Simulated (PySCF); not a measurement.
YCl₂, SMILES [Cl][Y][Cl] (connectivity only; charge and spin as stated), neutral, multiplicity 2.

Geometry: PBE0-D3(BJ)/def2-TZVP. The multiplicity is an assumed one; other spin states were not compared. The isomer is the one that the SMILES or the coordinates give; other isomers of the formula were not compared. The def2 effective core potentials stand for the cores of Y; spin–orbit coupling is left out.

Method: PBE/def2-TZVPD (PySCF).

Gas-phase values at a fixed geometry.

| Item | Value |
|---|---|
| total energy | -958.52083 hartree |
| point group | C2v |
| α spin, highest occupied and lowest empty level | -4.30 and -3.26 eV |
| β spin, highest occupied and lowest empty level | -7.70 and -3.24 eV |
| dipole moment | 2.97 D |
| quadrupole, principal values (traceless, Buckingham form, about the centre of nuclear charge) | -11.45, 4.73, 6.72 D·Å |
| mean static polarisability | 124.6 bohr³ (18.47 Å³) |
| polarisability, principal values | 111.3, 129.0, 133.7 bohr³ |
| ⟨S²⟩ | 0.751 (pure state 0.75) |
